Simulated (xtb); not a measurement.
A run for xtb: GFN1-xTB on PdF, 2S+1 = 2, a spin state set in the input, which need not be the lowest, a point of a bond scan (R = 1.828 Å).

```
$ xtb mol.xyz --gfn 1 --sp --chrg 0 --uhf 1
2

Pd     0.00000000     0.00000000     0.00000000
F      0.00000000     0.00000000     1.82846200
```

The log:

```
[...]
           -------------------------------------------------
          |                Calculation Setup                |
           -------------------------------------------------



           -------------------------------------------------
          |                 G F N 1 - x T B                 |
           -------------------------------------------------

        Reference                      10.1021/acs.jctc.7b00118
      * Hamiltonian:
        H0-scaling (s, p, d)           1.850000    2.250000    2.000000
        zeta-weighting                 0.000000
      * Dispersion:
        s8                             2.400000
        a1                             0.630000
        a2                             5.000000
        s9                             0.000000
      * Repulsion:
        kExp                           1.500000
        rExp                           1.000000
      * Coulomb:
        alpha                          2.000000
        third order                    atomic
        anisotropic                    false
      * Halogen bond correction:
        rad-scale                      1.300000
        damping                        0.440000


          ...................................................
          :                      SETUP                      :
          :.................................................:
          :  # basis functions                  14          :
          :  # atomic orbitals                  13          :
          :  # shells                            5          :
          :  # electrons                        17          :
          :  # halogen bonds                     0          :
          :  max. iterations                   250          :
          :  Hamiltonian                  GFN1-xTB          :
          :  restarted?                      false          :
          :  GBSA solvation                  false          :
          :  PC potential                    false          :
          :  electronic temp.          300.0000000     K    :
          :  accuracy                    1.0000000          :
          :  -> integral cutoff          0.2500000E+02      :
          :  -> integral neglect         0.1000000E-07      :
          :  -> SCF convergence          0.1000000E-05 Eh   :
          :  -> wf. convergence          0.2000000E-04 e    :
          :  Broyden damping             0.4000000          :
          :  net charge                          0          :
          :  unpaired electrons                  1          :
          ...................................................

 iter      E             dE          RMSdq      gap      omega  full diag
   1     -9.5000048 -0.950000E+01  0.184E+01    6.43       0.0  T
   2     -9.5430459 -0.430411E-01  0.967E+00    6.67       1.0  T
   3     -9.5366423  0.640366E-02  0.480E+00    6.36       1.0  T
   4     -9.5532665 -0.166243E-01  0.256E-01    6.43       1.0  T
   5     -9.5533054 -0.388981E-04  0.442E-02    6.43       1.6  T
   6     -9.5533103 -0.483029E-05  0.873E-03    6.44       8.1  T
   7     -9.5533104 -0.143517E-06  0.115E-03    6.44      61.5  T
   8     -9.5533104 -0.176370E-08  0.291E-04    6.44     242.9  T
   9     -9.5533104 -0.149745E-09  0.700E-08    6.44  100000.0  T
  10     -9.5533104 -0.177636E-14  0.101E-10    6.44  100000.0  T

   *** convergence criteria satisfied after 10 iterations ***

         #    Occupation            Energy/Eh            Energy/eV
      -------------------------------------------------------------
         1        2.0000           -0.7623192             -20.7438
       ...           ...                  ...                  ...
         3        2.0000           -0.4779957             -13.0069
         4        2.0000           -0.4779957             -13.0069
         5        2.0000           -0.4308147             -11.7231
         6        2.0000           -0.4308147             -11.7231
         7        2.0000           -0.4169945             -11.3470
         8        2.0000           -0.4169945             -11.3470
         9        1.0000           -0.3972512             -10.8098 (HOMO)
        10                         -0.1606752              -4.3722 (LUMO)
        11                         -0.0621873              -1.6922
        12                         -0.0621873              -1.6922
        13                          0.2445139               6.6536
      -------------------------------------------------------------
                  HL-Gap            0.2365760 Eh            6.4376 eV
             Fermi-level           -0.3428784 Eh           -9.3302 eV

 SCC (total)                   0 d,  0 h,  0 min,  0.002 sec
 SCC setup                      ...        0 min,  0.000 sec (  4.730%)
 Dispersion                     ...        0 min,  0.000 sec (  1.991%)
 classical contributions        ...        0 min,  0.000 sec (  0.844%)
 integral evaluation            ...        0 min,  0.000 sec ( 22.313%)
 iterations                     ...        0 min,  0.001 sec ( 49.197%)
 molecular gradient             ...        0 min,  0.000 sec ( 14.843%)
 printout                       ...        0 min,  0.000 sec (  5.565%)

         :::::::::::::::::::::::::::::::::::::::::::::::::::::
         ::                     SUMMARY                     ::
         :::::::::::::::::::::::::::::::::::::::::::::::::::::
         :: total energy              -9.552306352724 Eh    ::
         :: gradient norm              0.036993698279 Eh/a0 ::
         :: HOMO-LUMO gap              6.437560343421 eV    ::
         ::.................................................::
         :: SCC energy                -9.553310400930 Eh    ::
         :: -> electrostatic           0.031472276548 Eh    ::
         :: repulsion energy           0.001187528188 Eh    ::
         :: dispersion energy         -0.000183479982 Eh    ::
         :: halogen bond corr.         0.000000000000 Eh    ::
         :: add. restraining           0.000000000000 Eh    ::
         :: total charge               0.000000000067 e     ::
         :::::::::::::::::::::::::::::::::::::::::::::::::::::

           -------------------------------------------------
          |                Property Printout                |
           -------------------------------------------------

    * Orbital Energies and Occupations

         #    Occupation            Energy/Eh            Energy/eV
      -------------------------------------------------------------
         1        2.0000           -0.7623192             -20.7438
         2        2.0000           -0.4894632             -13.3190
         3        2.0000           -0.4779957             -13.0069
         4        2.0000           -0.4779957             -13.0069
         5        2.0000           -0.4308147             -11.7231
         6        2.0000           -0.4308147             -11.7231
         7        2.0000           -0.4169945             -11.3470
         8        2.0000           -0.4169945             -11.3470
         9        1.0000           -0.3972512             -10.8098 (HOMO)
        10                         -0.1606752              -4.3722 (LUMO)
        11                         -0.0621873              -1.6922
        12                         -0.0621873              -1.6922
        13                          0.2445139               6.6536
      -------------------------------------------------------------
                  HL-Gap            0.2365760 Eh            6.4376 eV
             Fermi-level           -0.3428784 Eh           -9.3302 eV

  Mulliken/CM5 charges         n(s)   n(p)   n(d)
     1Pd    0.38322  0.45830   0.150  0.276  9.191
     2F    -0.38322 -0.45830   1.809  5.574  0.000

Wiberg/Mayer (AO) data.
Note: The following floating-point exceptions are signalling: IEEE_DENORMAL
normal termination of xtb
largest (>0.10) Wiberg bond orders for each atom

 ---------------------------------------------------------------------------
     #   Z sym  total        # sym  WBO       # sym  WBO       # sym  WBO
 ---------------------------------------------------------------------------
     1  46 Pd   1.030 --     2 F    1.030
     2   9 F    1.030 --     1 Pd   1.030
 ---------------------------------------------------------------------------

Topologies differ in total number of bonds
Writing topology from bond orders to xtbtopo.mol

 dipole moment from electron density (au)
     X       Y       Z
  -0.0000   0.0000  -1.8689  total (Debye):    4.750


           -------------------------------------------------
          | TOTAL ENERGY               -9.552306352724 Eh   |
          | GRADIENT NORM               0.036993698279 Eh/α |
          | HOMO-LUMO GAP               6.437560343421 eV   |
           -------------------------------------------------

------------------------------------------------------------------------
------------------------------------------------------------------------
 total:
 SCF:
```

The run finished.

Cost: around 0.03 core-seconds (rough).
